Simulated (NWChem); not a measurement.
# C$_{2}$H$_{7}$BO; SMILES CCBO

```xyz
11

B     -0.6450     0.8915     0.0000
H     -1.6484     1.5730     0.0000
C     -0.7192    -0.6831     0.0000
C      0.6072    -1.4347     0.0000
H     -1.3382    -0.9753    -0.8694
H     -1.3382    -0.9753     0.8694
H      1.2146    -1.1948     0.8896
H      1.2146    -1.1948    -0.8896
H      0.4712    -2.5271     0.0000
O      0.5194     1.5776     0.0000
H      1.2910     0.9984     0.0000
```
Atoms are numbered in this order, from 1.

All runs: NWChem. Pople sets run with spherical d functions. Coordinates come from a PBE0/def2-SVP optimisation. Atomic charges in e: unrestrained fits to the electrostatic potential beside Mulliken populations; buried atoms are poorly determined by the fit.

### Question
Predict the results for Hartree-Fock/6-31G*. Quantities: ESP B1; Mulliken B1; ESP C3; Mulliken C3; ESP C4; Mulliken C4; ESP O10; Mulliken O10; relative RMS misfit of the potential (%).

### Answer
- ESP B1: 0.58
- Mulliken B1: 0.54
- ESP C3: -0.13
- Mulliken C3: -0.54
- ESP C4: 0.06
- Mulliken C4: -0.52
- ESP O10: -0.69
- Mulliken O10: -0.72
- relative RMS misfit of the potential (%): 26
